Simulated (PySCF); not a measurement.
Atomic charges by several schemes

C₅H₁₂O₂Si₂.
Cartesian coordinates in Å at the GFN2-xTB level; atoms count from 1:
```
atom  x, y, z in Å
C1     2.750    0.710   -0.018
C2     1.753    0.113    0.977
C3     0.573   -0.473    0.262
C4    -0.607    0.151    0.088
O5    -0.739    1.431    0.595
C6    -2.054    1.896    0.735
Si7   -1.886   -0.813   -0.918
Si8   -0.352   -2.510   -1.127
O9     0.797   -1.713   -0.256
H10    3.613    1.114    0.507
H11    3.090   -0.054   -0.714
H12    2.278    1.511   -0.582
H13    2.243   -0.677    1.552
H14    1.397    0.889    1.655
H15   -1.977    2.921    1.094
H16   -2.617    1.299    1.462
H17   -2.589    1.884   -0.221
H18   -3.107   -1.049   -0.134
H19   -2.286   -0.072   -2.124
H20    0.272   -2.773   -2.423
H21   -0.562   -3.768   -0.412
```

Density: PBE0/pcSseg-1 (PySCF); schemes: Mulliken, IAO, Hirshfeld and ESP-fitted. The structure is a single GFN2-xTB conformer in the gas phase; no vibrational or solvent corrections.

Atoms with like bonding are taken together and averaged. Do the Mulliken, IAO, Hirshfeld and ESP-fitted schemes agree on where the charge is highest?

All schemes agree: Mulliken Si8 (+0.582); IAO Si8 (+0.734); Hirshfeld Si8 (+0.324); ESP-fitted Si8 (+0.431).

At which atom do the 4 schemes differ most?

At Si8: from +0.324 (Hirshfeld) to +0.734 e (IAO), 0.410 e apart.

Which atoms carry the lowest charge in the Mulliken, IAO, Hirshfeld and ESP-fitted schemes?

All schemes agree: Mulliken O9 (-0.603); IAO O9 (-0.603); Hirshfeld O9 (-0.204); ESP-fitted O9 (-0.278).

Tabulate the Mulliken, IAO, Hirshfeld and ESP-fitted charges.

In e; atoms taken as equivalent share a row and are averaged (×n: the atom named and its like, n in all):

```tsv
atom	environment	Mulliken	IAO	Hirshfeld	ESP-fitted
C1	methyl carbon	-0.278	-0.412	-0.117	-0.242
C2	allylic carbon	-0.156	-0.266	-0.074	+0.075
C3	vinylic carbon bearing oxygen	+0.122	+0.187	+0.064	-0.061
C4	vinylic carbon bearing oxygen	-0.117	-0.172	-0.074	-0.004
O5	ether oxygen	-0.487	-0.344	-0.117	-0.179
C6	methoxy carbon	-0.030	-0.197	-0.038	-0.270
Si7	SiH2 silicon	+0.267	+0.369	+0.212	+0.158
Si8	oxygen-bound silicon	+0.582	+0.734	+0.324	+0.431
O9	silyl ether oxygen	-0.603	-0.603	-0.204	-0.278
H10/H11/H12	methyl hydrogen	+0.117	+0.142	+0.039	+0.071
H13/H14	methylene hydrogen	+0.131	+0.152	+0.040	+0.035
H15/H16/H17	methyl hydrogen	+0.113	+0.139	+0.043	+0.132
H18/H19	Si–H hydrogen	-0.042	-0.104	-0.077	-0.068
H20/H21	Si–H hydrogen	-0.085	-0.117	-0.073	-0.087
```

Mean size of the charges over all atoms: IAO 0.232 e, Mulliken 0.183 e, ESP-fitted 0.128 e, Hirshfeld 0.088 e. Each set sums to the total charge, 0, to within 0.001 e. The IAO scheme counts the electrons in orthogonalised intrinsic atomic orbitals, a minimal basis polarised so that it spans the occupied orbitals exactly.

Some averages cover members that differ in this geometry: H15/H16/H17, IAO +0.125 to +0.161 e.

Sum the charges by element.

```tsv
element	atoms	Mulliken	IAO	Hirshfeld	ESP-fitted
C	5	-0.458	-0.861	-0.239	-0.503
O	2	-1.090	-0.947	-0.321	-0.458
Si	2	+0.849	+1.103	+0.536	+0.590
H	12	+0.699	+0.705	+0.024	+0.371
```

How closely do the schemes follow one another over all atoms?

Correlation coefficient and root-mean-square difference: IAO with Hirshfeld 0.97, 0.178 e; Mulliken with IAO 0.97, 0.080 e; Mulliken with Hirshfeld 0.93, 0.147 e; IAO with ESP-fitted 0.88, 0.163 e; Hirshfeld with ESP-fitted 0.85, 0.088 e; Mulliken with ESP-fitted 0.84, 0.141 e.

How many electrons does the IAO scheme count on C4?

Z − q = 6 − (-0.172) = 6.172.

These values come from a run that also computed NMR shieldings. Time: 95 s of wall time; peak memory 1.1 GiB. Hardware: an Arm Neoverse N1 with one thread, shared host with 64 logical CPUs at a one-minute load of 61.
